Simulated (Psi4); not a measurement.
A dimer, CH4 ··· CH5N (SMILES C and CN); the first 5 atoms form monomer A.

```
12

C      0.0000     0.0000     0.0000
H     -0.6152    -0.8000    -0.4097
H     -0.4095     0.9633    -0.3009
H      0.0071    -0.0679     1.0870
H      1.0176    -0.0955    -0.3763
C     -0.2269    -1.8956    -3.2305
N      0.6057    -0.9134    -3.9238
H     -0.1559    -2.8544    -3.7464
H      0.1580    -2.0432    -2.2202
H     -1.2910    -1.6334    -3.1509
H      0.2759    -0.7675    -4.8702
H      0.5665    -0.0157    -3.4564
```

Task: What interaction energy does SAPT0/jun-cc-pVDZ, frozen core in Psi4 give, and which attractive term is the largest?

Result: Total -0.03 kcal/mol: electrostatics -0.51, exchange 1.51, induction -0.11, dispersion -0.92. The most attractive term is dispersion.
